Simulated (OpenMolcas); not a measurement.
The numbers below are computed, except where a source is named.
**Mo2+: input and output**

Mo2+ among 6 point charges of -0.85 e arranged as an octahedron (Oh), 2.16 Å from the ion. With inversion symmetry the input lists one of each pair of outer charges.

Input:

```
&GATEWAY
Coord
1

Mo 0.0 0.0 0.0
Basis=ANO-RCC-VDZP
Group=XYZ
NoMove
AngMom=0.0 0.0 0.0
AMFI
XField
3 Angstrom 0
2.160000 0.000000 0.000000 -0.850000
0.000000 2.160000 0.000000 -0.850000
0.000000 0.000000 2.160000 -0.850000
&SEWARD
&RASSCF
FileOrb=start.orb
Symmetry=1
Spin=5
nActEl=4 0 0
Inactive=9 9
Ras2=5 0
CIRoot=5 5 1
SDav=5
CIMx=300
Iter=120 100
PrWF=0.3
OrbListing=Nothing
MaxOrb=0
>>> COPY $Project.JobIph JOB001
&RASSCF
FileOrb=start.orb
Symmetry=1
Spin=3
nActEl=4 0 0
Inactive=9 9
Ras2=5 0
CIRoot=45 45 1
SDav=45
CIMx=300
Iter=120 100
PrWF=0.3
OrbListing=Nothing
MaxOrb=0
>>> COPY $Project.JobIph JOB002
&RASSCF
FileOrb=start.orb
Symmetry=1
Spin=1
nActEl=4 0 0
Inactive=9 9
Ras2=5 0
CIRoot=50 50 1
SDav=50
CIMx=300
Iter=120 100
PrWF=0.3
OrbListing=Nothing
MaxOrb=0
>>> COPY $Project.JobIph JOB003
&RASSI
NrOfJobIphs=3 5 45 50
1 2 3 4 5
1 2 3 4 5 6 7 8 9 10 11 12 13 14 15 16 17 18 19 20 21 22 23 24 25 26 27
28 29 30 31 32 33 34 35 36 37 38 39 40 41 42 43 44 45
1 2 3 4 5 6 7 8 9 10 11 12 13 14 15 16 17 18 19 20 21 22 23 24 25 26 27
28 29 30 31 32 33 34 35 36 37 38 39 40 41 42 43 44 45 46 47 48 49 50
IphNames
JOB001
JOB002
JOB003
EJob
SpinOrbit
DIPRint=1.0
SOCoupling=1000.0
Subsets=2
Property=9
'ANGMOM' 1 'ANGMOM' 2 'ANGMOM' 3 'MLTPL  1' 1 'MLTPL  1' 2 'MLTPL  1' 3
'AMFI' 1 'AMFI' 2 'AMFI' 3
SOProperty=3
'ANGMOM' 1 'ANGMOM' 2 'ANGMOM' 3
```

Launched by
```bash
OMP_NUM_THREADS=1 MOLCAS_MEM=1689 MOLCAS_PROJECT=a pymolcas a.inp > a.log  # once for each step of the input, in one work folder
```

A driver script runs the steps one by one and writes start.orb anew before each from the orbitals found so far.

Output, cut to the results:

```
--- SEWARD ---
Basis set label: MO.ANO-RCC...6S5P3D1F.

      Electronic valence basis set:
      ------------------
      Associated Effective Charge  42.000000 au
      Associated Actual Charge     42.000000 au
      Nuclear Model: Point charge

      Shell  nPrim  nBasis  Cartesian Spherical Contaminant
         s      21       6        X
         p      18       5        X
         d      13       3                 X
         f       6       1                 X
                  Relativistic Douglas-Kroll-Hess integrals:
                    - DKH order of Hamiltonian: 2
                    - DKH order of Properties : 0
                  Atomic mean-field integrals
--- RASSCF ---
Wave function specifications:
      -----------------------------

      Number of closed shell electrons          36
      Number of electrons in active shells       4
      Max number of holes in RAS1 space          0
      Max nr of electrons in RAS3 space          0
      Number of inactive orbitals               18
      Number of active orbitals                  5
      Number of secondary orbitals              20
      Spin quantum number                      2.0
      State symmetry                             1
Orbital specifications:
      -----------------------

      Symmetry species                           1   2
                                                ag  au
      Frozen orbitals                            0   0
      Inactive orbitals                          9   9
      Active orbitals                            5   0
      RAS1 orbitals                              0   0
      RAS2 orbitals                              5   0
      RAS3 orbitals                              0   0
      Secondary orbitals                         7  13
      Deleted orbitals                           0   0
      Number of basis functions                 21  22
      Number of CSFs                             5
      Number of root(s) required                 5
      Iter CI   SX   CI       RASSCF       Energy    max ROT     max BLB   max BLB  Level Ln srch  Step   QN
          iter iter root      energy       change     param      element    value   shift minimum  type update
 Nr of preliminary CI iterations:   1
      Total energies have been shifted. Add                -4000.00 au
        1   1    5    0   -47.36724632    0.00E+00   9.91E-02   14  21 1  1.10E-01*  0.39   0.00    SX    NO
        2   1    5    0   -47.40923903   -4.20E-02*  8.21E-03    9  15 2  5.15E-02*  0.46   0.00    SX    NO
        3   1    5    0   -47.41123468   -2.00E-03*  7.37E-03   12  19 1  8.08E-03*  0.45   0.00    SX    NO
        4   1    5    0   -47.41141075   -1.76E-04*  2.04E-03    7  13 2  3.33E-03*  0.45   0.00    SX    NO
        5   1    4    0   -47.41143237   -2.16E-05*  1.07E-03   14  21 1  1.02E-03*  0.45   1.52    LS   YES
        6   1    4    0   -47.41143528   -2.91E-06*  4.55E-04    9  15 2 -7.85E-04*  0.45   1.00    QN   YES
        7   1    4    0   -47.41143600   -7.23E-07*  6.78E-05   11  18 1 -7.71E-05   0.46   0.95    QN   YES
        8   1    4    0   -47.41143603   -2.57E-08*  3.58E-05   10  17 1 -2.49E-05   0.46   1.45    QN   YES
        9   1    3    0   -47.41143603   -3.36E-09   1.11E-06    9  12 2  4.57E-06   0.46   1.02    QN   YES
      Convergence after  9 iterations
       10   1    3    0   -47.41143603   -2.82E-11   1.11E-06    7  10 2  1.31E-06   0.46   1.02    QN   YES
      Natural orbitals and occupation numbers for root  1
      sym 1:   0.000000   1.000000   1.000000   1.000000   1.000000
      Natural orbitals and occupation numbers for root  2
      sym 1:   1.000000   1.000000   0.000000   1.000000   1.000000
      Natural orbitals and occupation numbers for root  3
      sym 1:   0.000000   1.000000   1.000000   1.000000   1.000000
::    RASSCF root number  1 Total energy:  -4047.42740044
::    RASSCF root number  2 Total energy:  -4047.42740044
::    RASSCF root number  3 Total energy:  -4047.40079309
::    RASSCF root number  4 Total energy:  -4047.40079309
::    RASSCF root number  5 Total energy:  -4047.40079309
--- RASSCF ---
Wave function specifications:
      -----------------------------

      Number of closed shell electrons          36
      Number of electrons in active shells       4
      Max number of holes in RAS1 space          0
      Max nr of electrons in RAS3 space          0
      Number of inactive orbitals               18
      Number of active orbitals                  5
...
--- RASSI ---
SPIN-FREE ENERGIES:
  (Shifted by EMIN (a.u.) =      -4047.4274004412)

 SF State       Relative EMIN(au)   Rel lowest level(eV)    D:o, cm**(-1)      L_eff

     1             0.0000000000        0.0000000000              0.0000         2.0
     2             0.0000000000        0.0000000000              0.0000         2.0
     3             0.0266073495        0.7240228637           5839.6382         2.0
     4             0.0266073495        0.7240228637           5839.6382         2.0
     5             0.0266073495        0.7240228637           5839.6382         2.0
     6             0.0488611201        1.3295788123          10723.7763         4.1
     7             0.0488611201        1.3295788123          10723.7763         4.1
     8             0.0488611201        1.3295788123          10723.7763         4.1
     9             0.0689896046        1.8773027784          15141.4680         4.9
    10             0.0689896046        1.8773027784          15141.4680         4.9
    11             0.0716409209        1.9494487687          15723.3647         3.7
    12             0.0716409209        1.9494487687          15723.3647         3.7
    13             0.0716409209        1.9494487687          15723.3647         3.7
    14             0.0738395168        2.0092756116          16205.9007         4.0
    15             0.0738395168        2.0092756116          16205.9007         4.0
    16             0.0738395168        2.0092756116          16205.9007         4.0
    17             0.0798858574        2.1738049224          17532.9191         3.0
    18             0.0821967126        2.2366864940          18040.0932         4.0
    51             0.0830524395        2.2599720105          18227.9035         4.9
    52             0.0830524395        2.2599720105          18227.9035         4.9
    53             0.0830524395        2.2599720105          18227.9035         4.9
...
```

Spin-orbit levels above the lowest (labels of O, the rotations of Oh):

```
E (cm-1)  Degeneracy  Label  2S+1
     0.0           1     A1     5
    78.7           3     T1     5
   154.4           2      E     5
   207.0           3     T2     5
   261.0           1     A2     5
    5740           3     T2     5
    5766           3     T1     5
    5799           1     A1     5
    6247           3     T1     5
    6261           2      E     5
    6546           3     T2     5
   10395           1     A1     3
   10769           3     T1     3
   11036           3     T2     3
   11098           2      E     3
   15217           1     A1     3
   15234           3     T2     3
   15309           3     T1     3
   15584           3     T1     3
   15957           2      E     3
```

An orbital doublet at a regular site is open to a Jahn-Teller distortion, which this geometry leaves out. Without dynamic correlation the repulsion within the d shell is too large (B by tens of per cent), so at a given field states of lower spin stand too high. Point charges give a weaker field than real ligands, and real ions of this kind are as a rule low spin; the high spin found here belongs to the model. This is an electrostatic model: the charges have no orbitals. No measured value stands beside these numbers.

The RASSCF and RASSI steps took 23 s on 1 thread of Arm Neoverse V1 (shared host); the integral step is not counted.
